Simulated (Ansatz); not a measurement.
`BC(=C=N)OC`, relaxed with RKS PBE-D4/def2-SVP in Ansatz from a rough embedded geometry. The force threshold is 0.03 eV/Å; the program also tests the step.

Total charge 0; spin multiplicity 1.

Start:

```xyz
12

B    -2.033   -0.695    0.799
C    -0.672   -0.208    0.179
C    -0.696    0.512   -0.924
N    -0.655    1.256   -1.879
O     0.509   -0.546    0.853
C     1.825   -0.117    0.413
H    -2.011   -1.401    1.749
H    -3.018   -0.489    0.254
H     0.245    1.635   -2.352
H     2.591   -0.486    1.105
H     2.029   -0.477   -0.623
H     1.886    1.015    0.428
```

By how much does the energy fall, and how many steps does the optimiser take? (Best estimate.)

The calculation gave: 29.48 kcal/mol, in 12 steps, 1 of them rejected.

Which bonds change most? (Estimate.)

The calculation gave: B1–H8 from 1.145 to 1.215 Å; B1–C2 from 1.573 to 1.519 Å; N4–H9 from 1.085 to 1.033 Å; C2–C3 from 1.317 to 1.360 Å.

Give the relaxed structure. (Estimate.)

The calculation gave: 
```xyz
12

B    -1.922   -0.666    0.659
C    -0.524   -0.211    0.274
C    -0.482    0.605   -0.813
N    -0.549    1.475   -1.677
O     0.597   -0.646    0.945
C     1.830   -0.118    0.502
H    -2.071   -1.428    1.595
H    -2.872   -0.259    0.019
H    -0.530    1.197   -2.672
H     2.622   -0.568    1.129
H     2.030   -0.373   -0.567
H     1.870    0.992    0.607
```
